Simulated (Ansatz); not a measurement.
The first iterations of a band of CH$_{6}$BFSi (10 atoms, charge 0, multiplicity 1).

The calculation used Ansatz 0.2.0, RKS BHLYP/def2-SVP.

```json
{"movable images": "5", "climbing image": "yes", "spring": "5.0 eV/Å²", "optimiser": "quadratic models (default)", "start path": "IDPP", "force threshold": "0.03 eV/Å", "iteration limit": "60", "end points": "relaxed"}
```

Image 0:

```xyz
10
Properties=species:S:1:pos:R:3
B -0.702 1.518 -0.708
Si 0.130 -0.318 -0.699
C 0.405 -0.897 1.091
F 1.108 0.088 1.759
H -0.486 2.318 -1.574
H -1.478 1.828 0.151
H 1.419 -0.387 -1.430
H -0.820 -1.265 -1.350
H -0.549 -1.052 1.608
H 0.972 -1.832 1.153
```

Image 6:

```xyz
10
Properties=species:S:1:pos:R:3
B -0.705 1.516 -0.710
Si 0.127 -0.320 -0.697
C 0.410 -0.894 1.093
F 1.118 0.093 1.753
H -1.469 1.835 0.156
H -0.503 2.306 -1.588
H 1.413 -0.390 -1.433
H -0.825 -1.269 -1.343
H -0.541 -1.048 1.616
H 0.976 -1.829 1.154
```

| iteration | highest image above the first end (eV) | largest band force component (eV/Å) |
| --- | --- | --- |
| 1 | 0.128 | 0.568 |
| 2 | 0.049 | 0.455 |

Does the band converge within its limit, and where does its top end?

It converged. It ended after 6 iterations with the highest image 0.033 eV above the first end. A vibrational analysis at the climbing image gives one clearly imaginary mode, 104i cm⁻¹: a first-order saddle point.

Run time: 91 s on 1 thread of Intel(R) Xeon(R) Platinum 8488C (Sapphire Rapids), with other jobs on the host, peak memory 0.27 GiB.
